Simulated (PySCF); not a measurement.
B3LYP has the VWN-RPA correlation part, as in Gaussian. Delta-SCF ions had no search for a lower state. Excitations are Tamm–Dancoff values on a coarser integration grid. The basis has no diffuse functions, so Rydberg states are missing or too high.

**C$_{9}$H$_{10}$SSi, SMILES `Cc1cc([SiH3])c2ccsc2c1` (charge 0, multiplicity 1)**

All values below come from PySCF 2.14.0 with B3LYP-D3(BJ)/def2-TZVP // B3LYP-D3(BJ)/def2-SVP.

The HOMO comes out as -6.14 eV and the dipole moment is 0.64 D. The HOMO–LUMO gap comes out as 4.90 eV, the LUMO is -1.24 eV and the S1 excitation (TDA) is 4.53 eV. The S1 oscillator strength is 0.035, the brightest of the four lowest singlets (TDA) comes out as 5.41 eV and the T1 excitation (TDA) is 3.25 eV. The S1–T1 gap (TDA) is 1.28 eV, the vertical ionisation energy (Delta-SCF) comes out as 7.86 eV and the total energy comes out as -1036.9005 Ha. The cost comes out as very roughly 29 core-minutes.

```xyz
21

C      3.2563    -0.3972     0.1603
C      1.7955    -0.0431     0.0406
C      0.8077    -1.0142     0.3326
C     -0.5607    -0.7583     0.2327
Si    -1.8143    -2.0982     0.6420
C     -0.9675     0.5377    -0.1819
C     -2.2966     1.0662    -0.3675
C     -2.2989     2.3670    -0.7752
S     -0.6954     3.0306    -0.9608
C      0.0236     1.5103    -0.4732
C      1.3915     1.2278    -0.3644
H      3.4862    -0.8136     1.1549
H      3.9002     0.4804     0.0025
H      3.5420    -1.1620    -0.5821
H      1.1435    -2.0057     0.6513
H     -1.0820    -3.3317     1.0479
H     -2.7135    -1.6722     1.7557
H     -2.6792    -2.4062    -0.5360
H     -3.2097     0.4929    -0.2009
H     -3.1639     2.9946    -0.9856
H      2.1351     1.9951    -0.5928
```
